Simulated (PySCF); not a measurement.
H₃S₂, SMILES [SH2+]S, charge +1. Atoms are numbered in the order given.

```xyz
5

S      0.0995    -1.0779     0.0000
S     -0.1146     0.9888     0.0000
H     -1.2393    -1.2488     0.0000
H      0.7405     1.3376     0.9937
H      0.7405     1.3376    -0.9937
```
Charge +1, spin multiplicity 1.

Geometry optimised at B3LYP-D3(BJ)/def2-TZVP. The isomer is the one that the SMILES or the coordinates give; other isomers of the formula were not compared.

These are PySCF with PBE/pcSseg-2 values and carry that method's errors.

GIAO shieldings, no solvent; atoms alike by connectivity are averaged. δ = σ(ref) − σ: ³³S against H2S (σ = 705.0 ppm); ¹H against TMS (σ = 31.47 ppm), references at their B3LYP-D3(BJ)/def2-TZVP geometries, non-relativistic.

### Question
Estimate the chemical shifts. (An estimate is asked for; the answer gives what the named calculation found.)

### Answer

| nucleus | atoms | count | δ (ppm) |
|---|---|---|---|
| ³³S | S1 | 1 | 240.9 |
| ³³S | S2 | 1 | 219.7 |
| ¹H | H4, H5 | 2 | 6.94 |
| ¹H | H3 | 1 | 5.14 |
